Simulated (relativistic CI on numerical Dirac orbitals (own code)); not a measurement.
Inner-shell lines of Os⁴⁰⁺

These numbers are calculated, not measured: Dirac-Coulomb-Breit CI, KLI orbitals optimised for each configuration, QED by a radiative potential, valence Slater integrals scaled by 0.9 (own radial code, finite nucleus).

Configuration list (outside the closed core [Ne] 3s2 3d10 4s2 4p6): 3p6, 3p5 4d, 3p5 5s, 3p5 5d. Levels of other configurations are missing.

The table holds the strongest lines. The upper levels have an inner-shell vacancy. Auger decay, open to those above the ionisation limit, is not computed, and radiative decays to configurations outside the model are missing too. Absolute energies can be off by a few tenths of a per cent, and at this charge the scaling can make term splittings too narrow, so close lines can change order. LS names give the leading component, which can be well under half, for lower levels too. Brackets number the levels in order of energy.

| λ (Å) | Upper | Lower | A (s⁻¹) | gA (s⁻¹) |
| --- | --- | --- | --- | --- |
| 5.14278 | 3p5 4d 3P°_1 [3] | 3p6 1S_0 [1] | 4.99e+12 | 1.50e+13 |
| 5.09069 | 3p5 4d 1P°_1 [8] | 3p6 1S_0 [1] | 1.02e+14 | 3.07e+14 |
| 4.49433 | 3p5 4d 3D°_1 [11] | 3p6 1S_0 [1] | 4.65e+13 | 1.39e+14 |
| 4.14926 | 3p5 5s 1P°_1 [15] | 3p6 1S_0 [1] | 7.67e+12 | 2.30e+13 |
| 3.91923 | 3p5 5d 3P°_1 [17] | 3p6 1S_0 [1] | 2.40e+12 | 7.19e+12 |
| 3.90614 | 3p5 5d 1P°_1 [22] | 3p6 1S_0 [1] | 5.20e+13 | 1.56e+14 |
| 3.71976 | 3p5 5s 3P°_1 [25] | 3p6 1S_0 [1] | 2.61e+12 | 7.84e+12 |
| 3.53226 | 3p5 5d 3D°_1 [27] | 3p6 1S_0 [1] | 2.52e+13 | 7.56e+13 |
